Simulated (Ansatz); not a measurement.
Geometry optimisation, RKS PBE0-D4/def2-SVP (Ansatz).

Input file:

```yaml
crystal:
  periodic: [false, false, false]
  atoms:
    - { symbol: B, position_ang: [0.0, 0.0, 0.0] }
    - { symbol: Cl, position_ang: [0.0, 0.0, 2.21] }
    - { symbol: H, position_ang: [1.0305, 0.0, -0.595] }
    - { symbol: F, position_ang: [-1.1431, 0.0, -0.66] }
    - { symbol: O, position_ang: [0.0715, -1.6212, 0.5392] }
    - { symbol: H, position_ang: [-0.475, -2.2058, -0.077] }
    - { symbol: H, position_ang: [0.053, -1.2026, 1.6085] }
basis:
  gaussian: { orbitals: def2-SVP }
hamiltonian:
  xc: pbe0
  dispersion: d4
relax:
  f_tol: 0.15
  max_steps: 25
  restrain:
    - { distance: [0, 4], at: 1.41, k: 30.0 }
    - { distance: [6, 1], at: 1.37, k: 30.0 }
    - { distance: [0, 1], at: 3.06, k: 30.0 }
    - { distance: [6, 4], at: 2.21, k: 30.0 }
output:
  orbitals: {}
```

Command:

```bash
$ ansatz run input.yaml --threads 1 --pin off --max-ram 2048MiB --backend cpu --events-out ev --progress --plain --runs-dir out
```

Q: Where does it end, and by what steps?

A: The run converged. The restraints hold the end off the free minimum; the threshold counts their pulls, which the force column leaves out. Restrained pairs: B1–O5 (1.71 → 1.38 Å), Cl2–H7 (1.35 → 1.33 Å), B1–Cl2 (2.21 → 3.06 Å), O5–H7 (1.15 → 2.21 Å). After 9 steps the energy has fallen by 2.541 eV (the restraints' own energy left out); B1 moved furthest, 0.59 Å.

```csv
step,energy less start (eV),largest force component (eV/Å),accepted
0,0.0000,5.129,yes
1,-0.8549,5.868,yes
2,-1.7555,4.804,yes
3,-2.3731,1.500,yes
4,-2.4088,1.715,yes
5,-2.4201,1.452,no
6,-2.5344,1.086,yes
7,-2.5396,0.995,yes
8,-2.5115,1.236,no
9,-2.5409,0.978,yes
```

```xyz
7
Properties=species:S:1:pos:R:3
B 0.049 -0.426 -0.401
Cl -0.139 0.079 2.616
H 1.043 0.241 -0.466
F -1.132 0.064 -0.746
O 0.143 -1.748 -0.016
H -0.721 -2.180 -0.037
H 0.294 -1.059 2.077
```

The run took 25 s on 1 thread of AMD EPYC 7R43 64-Core Processor (Zen 3) (shared host), peak memory 0.17 GiB.
